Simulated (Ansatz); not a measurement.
Si6H3⁺. Total charge 1; singlet. Geometry relaxed at PBE0-D4/def2-SVP.

```xyz
9

Si    1.109   -1.248   -1.050
Si   -0.353    0.839   -1.251
Si    1.093    0.610    0.536
Si   -1.482   -1.230   -1.071
Si   -1.568    0.980    0.815
Si   -0.386   -1.099    1.018
H    -0.302   -2.064    2.138
H    -0.236    1.793   -2.377
H     2.125    1.419    1.242
```

The structure comes from a short search, and lower isomers may exist.

Q: Estimate the harmonic wavenumbers at RKS PBE0-D4/def2-SVP (Ansatz, unscaled). Is this a minimum?

A: 79, 111, 207, 285, 315, 351, 357, 387, 411, 420, 431, 465, 488, 498, 510, 559, 627, 656, 2252, 2301, 2306 cm⁻¹. Yes, no mode is imaginary beyond noise. Zero-point energy 83.8 kJ/mol. Hardware: 4 threads of Arm Neoverse V2 on a shared host. Wall time 73 s.
